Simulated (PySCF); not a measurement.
molecular hydrogen (H2), SMILES [H][H]. Coordinates come from a B3LYP-D3(BJ)/def2-TZVPD optimisation.

**Question.** Give the equilibrium geometry at B3LYP-D3(BJ)/def2-TZVPD (PySCF confirms it by a frequency run) as bond lengths and angles, and its point group. (Estimate from the structure and the level; the computed values follow.)

**Answer.** point group D∞h.
Atoms: H1 H2. Bonds (Å): .
Charge 0, spin multiplicity 1.
